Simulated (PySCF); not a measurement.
C4H9FSi, SMILES [SiH3]/C(=C/CC)F.

Geometry: PBE0-D3(BJ)/def2-SVP. The structure was generated by enumeration; whether it is a known compound was not checked. Other conformers were not sampled.

Method: TDA-PBE0/def2-SVPD (PySCF).

Vertical excitations. 

| state | energy (eV) | λ (nm) | f | main pairs |
|---|---|---|---|---|
| S1 | 6.49 | 191 | 0.015 | HOMO→LUMO+1 92 % |
| S2 | 6.99 | 177 | 0.616 | HOMO→LUMO 74 % |
| S3 | 7.15 | 173 | 0.047 | HOMO→LUMO+3 52 %, HOMO→LUMO+4 26 % |
| S4 | 7.20 | 172 | 0.019 | HOMO→LUMO+2 55 %, HOMO−1→LUMO 20 %, HOMO→LUMO+3 11 % |
| S5 | 7.41 | 167 | 0.013 | HOMO−1→LUMO 67 %, HOMO→LUMO+2 26 % |
| S6 | 7.56 | 164 | 0.033 | HOMO→LUMO+4 64 %, HOMO→LUMO+3 26 % |
| S7 | 7.85 | 158 | 0.024 | HOMO→LUMO+5 92 % |
| S8 | 7.92 | 157 | 0.006 | HOMO→LUMO+6 88 % |
| S9 | 8.12 | 153 | 0.005 | HOMO−2→LUMO 90 % |
| S10 | 8.25 | 150 | 0.017 | HOMO→LUMO+7 86 % |
| T1 | 4.11 | 302 | 0 | HOMO→LUMO 92 % |
| T2 | 6.33 | 196 | 0 | HOMO→LUMO+1 91 % |
| T3 | 6.67 | 186 | 0 | HOMO−1→LUMO 93 % |
| T4 | 6.96 | 178 | 0 | HOMO→LUMO+3 63 %, HOMO→LUMO+4 19 % |
Triplets are in the Tamm–Dancoff approximation.
